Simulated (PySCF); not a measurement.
Fine-structure interval along the 19-electron series

Calculated with PySCF 2.14 and a two-component X2C-1e Hamiltonian (Gaussian nucleus, no Breit or QED terms), each ion in its own even-tempered basis scaled to its charge; GMP2 freezes [Ne] and drops the highest virtual spinors. Values in cm⁻¹.

```json
{"ion": "Ta⁵⁴⁺", "configuration": "[Ar] 3d1", "GHF (screened spin-orbit)": "588640", "GMP2 (screened spin-orbit)": "589240", "GHF (bare spin-orbit)": "682990"}
{"ion": "Re⁵⁶⁺", "configuration": "[Ar] 3d1", "GHF (screened spin-orbit)": "668480", "GMP2 (screened spin-orbit)": "669150", "GHF (bare spin-orbit)": "772390"}
```

Question: Fill in the row of W⁵⁵⁺.

Answer: configuration: [Ar] 3d1; GHF (screened spin-orbit): 627640; GMP2 (screened spin-orbit): 628280; GHF (bare spin-orbit): 726700.
